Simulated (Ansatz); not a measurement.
Steps of a relaxation of C$_{3}$H$_{7}$ClSi, SMILES `ClC[SiH]1CC1` with RKS PBE0-D4/def2-TZVP.

```sh
$ ansatz run in.yaml --threads 4 --pin off --events-out ev --progress --plain --max-ram 10444MiB
```

```yaml
crystal:
  periodic: [false, false, false]
  atoms:
    - {symbol: Cl, position_ang: [-2.737109, 0.583813, 1.398663]}
    - {symbol: C, position_ang: [-0.935237, 0.422464, 1.519205]}
    - {symbol: Si, position_ang: [-0.267838, -0.659243, 0.119783]}
    - {symbol: C, position_ang: [1.433909, -0.267808, -0.566653]}
    - {symbol: C, position_ang: [0.252203, 0.165942, -1.473506]}
    - {symbol: H, position_ang: [-0.494182, 1.437400, 1.460131]}
    - {symbol: H, position_ang: [-0.707078, 0.008446, 2.521674]}
    - {symbol: H, position_ang: [-0.779411, -2.061597, 0.106129]}
    - {symbol: H, position_ang: [2.063718, -1.097073, -0.932901]}
    - {symbol: H, position_ang: [2.033241, 0.536548, -0.105773]}
    - {symbol: H, position_ang: [0.131820, -0.375513, -2.427578]}
    - {symbol: H, position_ang: [0.082765, 1.251319, -1.585073]}
basis:
  gaussian: {orbitals: def2-TZVP}
hamiltonian: {xc: pbe0, dispersion: d4}
relax: {f_tol: 0.005, max_steps: 150}
```

Positions (Å) and forces (eV/Å) along the path, 6 of 6 steps:

```xyz
12
step=1 energy=-23615.2129 eV
Cl   -2.737    0.584    1.399    0.526   -0.035    0.046
C    -0.935    0.422    1.519    0.103    0.126    0.227
Si   -0.268   -0.659    0.120    0.321    0.225   -0.374
C     1.434   -0.268   -0.567    0.122   -0.099    0.194
C     0.252    0.166   -1.474   -0.221    0.041   -0.082
H    -0.494    1.437    1.460   -0.298   -0.498    0.013
H    -0.707    0.008    2.522   -0.183    0.202   -0.534
H    -0.779   -2.062    0.106    0.096    0.284    0.023
H     2.064   -1.097   -0.933   -0.360    0.465    0.168
H     2.033    0.537   -0.106   -0.342   -0.410   -0.284
H     0.132   -0.376   -2.428    0.100    0.287    0.533
H     0.083    1.251   -1.585    0.135   -0.589    0.070
12
step=2 energy=-23615.2667 eV
Cl   -2.715    0.578    1.395    0.206   -0.024    0.010
C    -0.925    0.419    1.513   -0.082    0.043    0.042
Si   -0.267   -0.654    0.117    0.258    0.201   -0.229
C     1.424   -0.269   -0.560   -0.030   -0.080    0.117
C     0.248    0.164   -1.466   -0.126   -0.017    0.050
H    -0.502    1.428    1.457   -0.061   -0.161    0.004
H    -0.708    0.007    2.504   -0.022    0.054   -0.164
H    -0.777   -2.043    0.111    0.020    0.071    0.009
H     2.046   -1.084   -0.931   -0.100    0.128    0.052
H     2.016    0.533   -0.117   -0.103   -0.121   -0.066
H     0.140   -0.372   -2.409    0.017    0.076    0.152
H     0.096    1.238   -1.579    0.024   -0.170    0.023
12
step=3 energy=-23615.2755 eV
Cl   -2.704    0.567    1.389    0.057   -0.007    0.001
C    -0.920    0.420    1.503   -0.091   -0.004   -0.007
Si   -0.261   -0.645    0.112    0.025    0.011   -0.025
C     1.420   -0.271   -0.553    0.009   -0.033    0.051
C     0.244    0.165   -1.459   -0.061   -0.001   -0.007
H    -0.504    1.425    1.447    0.013    0.023    0.006
H    -0.698    0.007    2.486    0.013   -0.004    0.023
H    -0.773   -2.030    0.111   -0.012   -0.016    0.002
H     2.036   -1.083   -0.924    0.012   -0.004   -0.014
H     2.009    0.525   -0.111    0.011    0.021   -0.007
H     0.133   -0.369   -2.396    0.014   -0.005   -0.016
H     0.094    1.234   -1.570    0.012    0.019   -0.007
12
step=4 energy=-23615.2759 eV
Cl   -2.703    0.564    1.392    0.014   -0.003    0.000
C    -0.922    0.420    1.505   -0.038    0.000   -0.006
Si   -0.262   -0.644    0.112    0.013    0.009   -0.005
C     1.419   -0.272   -0.552    0.023   -0.020    0.029
C     0.244    0.165   -1.460   -0.036    0.010   -0.016
H    -0.506    1.426    1.450    0.007    0.005    0.003
H    -0.697    0.006    2.488    0.010   -0.002    0.005
H    -0.776   -2.028    0.111   -0.005   -0.005    0.001
H     2.036   -1.083   -0.925    0.007   -0.002   -0.003
H     2.008    0.527   -0.114    0.004    0.004    0.002
H     0.138   -0.370   -2.398   -0.001   -0.002   -0.006
H     0.098    1.234   -1.574    0.001    0.005   -0.005
12
step=5 energy=-23615.2760 eV
Cl   -2.705    0.555    1.398    0.001    0.001    0.000
C    -0.924    0.421    1.505   -0.001   -0.006    0.006
Si   -0.263   -0.641    0.111    0.005    0.000   -0.009
C     1.420   -0.274   -0.550   -0.037    0.003   -0.020
C     0.243    0.166   -1.461    0.026   -0.015    0.029
H    -0.512    1.429    1.448   -0.001    0.004    0.000
H    -0.691    0.009    2.487    0.000    0.002   -0.002
H    -0.781   -2.025    0.110    0.001    0.004    0.000
H     2.036   -1.085   -0.924    0.005   -0.005    0.000
H     2.011    0.525   -0.113    0.001    0.006    0.000
H     0.138   -0.370   -2.399    0.003   -0.002   -0.003
H     0.104    1.236   -1.577   -0.003    0.009   -0.002
12
step=6 energy=-23615.2760 eV
Cl   -2.705    0.553    1.400    0.000    0.000    0.001
C    -0.924    0.421    1.505   -0.001    0.001   -0.001
Si   -0.264   -0.641    0.110    0.000    0.000    0.000
C     1.420   -0.274   -0.551   -0.001   -0.001   -0.001
C     0.244    0.166   -1.461    0.000    0.000    0.002
H    -0.513    1.429    1.448    0.000    0.000    0.000
H    -0.689    0.009    2.487    0.000    0.000    0.000
H    -0.783   -2.024    0.109    0.001    0.001    0.000
H     2.037   -1.085   -0.923    0.000    0.001   -0.001
H     2.010    0.525   -0.113    0.000    0.000    0.001
H     0.139   -0.371   -2.399    0.000    0.000   -0.001
H     0.105    1.236   -1.578    0.001    0.000    0.000
```

It took 9 s on 4 threads of an AMD EPYC 9R45 on a shared host, with 0.6 GiB of host memory at the peak.
